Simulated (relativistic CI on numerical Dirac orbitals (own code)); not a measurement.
Spin-allowed bands of a d3 ion in an octahedral site, by hand

Problem. A d3 ion in an octahedral site has a 4A2 ground term and spin-allowed bands at ν1 = 8200 and ν2 = 13618 cm⁻¹ (from a computed ligand-field model). Find Δ and the Racah parameter B, and predict the third band.

Working.
1. The F term splits into A2 (−1.2Δ), T2 (−0.2Δ) and T1 (+0.6Δ), so ν1 = E(T2) − E(A2) = Δ = 8200 cm⁻¹.
2. T1(F) mixes with T1(P), which lies at 15B, through an element 0.4Δ. The two roots, counted from A2, are ν2,3 = ½(15B + 3Δ) ∓ ½√[(15B − Δ)² + 12BΔ].
3. Solving the lower root for B gives B = (2ν1² + ν2² − 3ν1ν2)/(15ν2 − 27ν1) = -15072876/-17130 = 880 cm⁻¹.
4. The sum of the roots is 15B + 3Δ, so ν3 = 15B + 3ν1 − ν2 = 24181 cm⁻¹ (414 nm).

Check. The bands were computed by exact diagonalisation of the d3 shell with B = 880 and Δ = 8200 cm⁻¹, which gives ν3 = 24182 cm⁻¹. C does not enter the terms of highest spin.
